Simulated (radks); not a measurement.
These are the eigenvalues of the occupied orbitals of an atom or ion with whole-number occupations (eV). Method: scalar-relativistic Kohn-Sham, LDA (Slater exchange, Perdew-Wang correlation), spin-polarised, spherical densities, point nucleus; computed with a radial shooting solver on a logarithmic mesh with Libxc functionals.

orbital  eigenvalue
1s up     -4407.306
1s down   -4407.245
2s up     -495.9042
2s down   -495.8449
2p up     -410.8991
2p down   -410.8426
3s up      -76.2486
3s down    -76.1030
3p up      -54.7880
3p down    -54.6056
4s up      -18.6837

Which element is it, and in what charge state? The configuration may be excited. Open shells, if any, are filled with parallel spins first.

Answer. Z = 21, scandium, charge +2: Sc2+ in [Ar] 4s1. The list shows which subshells hold electrons but not how many an open one holds; the 1s level, -161.97 hartree, gives Z - s = 18.0 by -(Z - s)^2/2, which with screening and relativity narrows Z to a few neighbours, and the depths of the outer levels then fix element, charge and occupations together.
